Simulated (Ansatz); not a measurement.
Input file for Ansatz (a first-principles code): U-PBE/def2-TZVPP on B2+, 2S+1 = 4, a spin state set in the input, which need not be the lowest, a point of a bond scan (R = 1.635 Å). Charge +1.

Ansatz 0.2 input:
```yaml
crystal:
  periodic: [false, false, false]
  atoms:
    - {symbol: B, position_ang: [0.00000000, 0.00000000, 0.00000000]}
    - {symbol: B, position_ang: [0.00000000, 0.00000000, 1.63467900]}
basis:
  gaussian:
    orbitals: def2-TZVPP
    pivot_positions_ang: [[0.00000000, 0.00000000, 0.00000000], [0.00000000, 0.00000000, 1.63467900]]
hamiltonian:
  xc: {name: PBE}
total_charge: 1
magnetization: {spin_polarized: true, initial_magnetization: 3}
output: {forces: true, orbitals: {seedname: ./end}}
```

Program output:

```
WARN ansatz: RAYON_NUM_THREADS=2 ignored (pool sized by the plan → 2); use --threads N
Functional definition: PBE
integrals: 0.01 GiB planned
338 factors; their error is unknown
mean field: 0.12 GiB planned
mean field evaluation 1: about -1330.5751 eV, gradient 1.7e1 eV
mean field evaluation 2: about -1331.6763 eV, gradient 1.2e1 eV
mean field evaluation 4: about -1332.8755 eV, gradient 1.3e-1 eV
mean field evaluation 8: about -1332.8658 eV, gradient 1.6e-2 eV
mean field evaluation 16: about -1332.8663 eV, gradient 3.1e-1 eV
mean field evaluation 32: about -1332.8662 eV, gradient 5.6e-5 eV
mean field evaluation 64: about -1332.7642 eV, gradient 8.0e-7 eV
mean field evaluation 96: about -1332.7816 eV, gradient 3.5e-1 eV
mean field -1332.86622729 eV, -48.9819304037 hartree, gradient 3.3e-6 eV, S^2 3.753037; 10 other end points of the search recorded, 0 dependent functions left out
the calculation of the forces begins
reference -1332.86627402 eV, -48.9819321210 hartree; 6, 3 occupied and 56, 59 virtual orbitals, 338 factors
Total energy: -1332.86627402 eV, -48.9819321210 hartree
Atom 0 at     0.000000     0.000000     0.000000 Å, force     0.000000     0.000000    -0.053953 eV/Å
Atom 1 at     0.000000     0.000000     1.634679 Å, force    -0.000000    -0.000000     0.053953 eV/Å
Dipole moment:    -0.000000    -0.084809     0.000000 e Å
```

Self-consistency was reached.

Cost: very roughly 4 core-seconds.
